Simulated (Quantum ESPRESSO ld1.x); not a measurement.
Problem. Species: the hafnium ion Hf+. Configuration: [Xe] 4f14 5d1 6s1.5 6d0.5 (fractional occupations, a model configuration). Calculated with ld1.x of Quantum ESPRESSO 7.5: scalar-relativistic Kohn-Sham, relativistic LDA (MacDonald-Vosko exchange, VWN5 correlation), spin-unpolarised, spherical densities, point nucleus. Some entries of the table are withheld. Estimate them.

| orbital | occ. | eigenvalue (hartree) | r(max) (bohr) |
|---|---|---|---|
| 1s | 2 | -2383.59 | 0.012 |
| 2s | 2 | -408.475 | 0.068 |
| 2p | 6 | -359.301 | 0.056 |
| 3s | 2 | (1) | (2) |
| 3p | 6 | -78.6950 | 0.190 |
| 3d | 10 | -61.1819 | 0.154 |
| 4s | 2 | -19.1243 | 0.440 |
| 4p | 6 | -14.2800 | (3) |
| 4d | 10 | (4) | 0.473 |
| 5s | 2 | -2.87615 | 1.02 |
| 5p | 6 | -1.72181 | 1.16 |
| 4f | 14 | -1.05337 | 0.455 |
| 6s | 1.5 | -0.49352 | 2.68 |
| 5d | 1 | -0.46789 | 1.62 |
| 6d | 0.5 | -0.12231 | 6.27 |

Solution. 
(1) 3s eigenvalue (hartree): -93.4229
(2) 3s r(max) (bohr): 0.193
(3) 4p r(max) (bohr): 0.458
(4) 4d eigenvalue (hartree): -7.99919
